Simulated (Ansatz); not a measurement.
Start from `C[O][Mo]([OH])([F])([F])([F])[O]C` and change one atom or group to get `C[O][Mo]([F])([F])([F])([Cl])[O]C`.

Ansatz, PBE0-D4/def2-TZVP geometries, multiplicity 1. Each molecule was computed in one conformer, which needn't be the lowest.

Elements past krypton have def2 core potentials.

```json
{"property": "HOMO energy (B3LYP/def2-TZVPP) / eV", "`C[O][Mo]([OH])([F])([F])([F])[O]C`": "-8.91"}
{"property": "HOMO–LUMO gap (ωB97M-V/def2-TZVPP) / eV", "`C[O][Mo]([OH])([F])([F])([F])[O]C`": "10.13"}
{"property": "HOMO–LUMO gap (B3LYP/def2-TZVPP) / eV", "`C[O][Mo]([OH])([F])([F])([F])[O]C`": "5.30"}
{"property": "zero-point energy (PBE0-D4/def2-TZVP) / kJ/mol", "`C[O][Mo]([OH])([F])([F])([F])[O]C`": "278.2"}
{"property": "HOMO energy (PBE0/def2-TZVPP) / eV", "`C[O][Mo]([OH])([F])([F])([F])[O]C`": "-9.14"}
{"property": "HOMO energy (PBE/def2-TZVPP) / eV", "`C[O][Mo]([OH])([F])([F])([F])[O]C`": "-7.53"}
```

Give the same properties after the change, and the shifts. (Best estimate.)

Computed: 
```json
{"property": "HOMO energy (B3LYP/def2-TZVPP) / eV", "`C[O][Mo]([F])([F])([F])([Cl])[O]C`": "-8.59", "shift": "0.32"}
{"property": "HOMO–LUMO gap (ωB97M-V/def2-TZVPP) / eV", "`C[O][Mo]([F])([F])([F])([Cl])[O]C`": "9.06", "shift": "-1.07"}
{"property": "HOMO–LUMO gap (B3LYP/def2-TZVPP) / eV", "`C[O][Mo]([F])([F])([F])([Cl])[O]C`": "4.35", "shift": "-0.95"}
{"property": "zero-point energy (PBE0-D4/def2-TZVP) / kJ/mol", "`C[O][Mo]([F])([F])([F])([Cl])[O]C`": "244.4", "shift": "-33.8"}
{"property": "HOMO energy (PBE0/def2-TZVPP) / eV", "`C[O][Mo]([F])([F])([F])([Cl])[O]C`": "-8.86", "shift": "0.28"}
{"property": "HOMO energy (PBE/def2-TZVPP) / eV", "`C[O][Mo]([F])([F])([F])([Cl])[O]C`": "-7.38", "shift": "0.15"}
```

With PBE0 the HOMO rises by 0.28 eV and the LUMO falls by 0.66 eV, so the gap narrows by about 0.94 eV. PBE moves the HOMO by 0.15 eV and ωB97M-V by 0.35 eV. The zero-point energy changes by -33.8 kJ/mol with -3 modes.

B3LYP here is the variant with VWN-RPA as its local correlation; programs differ in this.
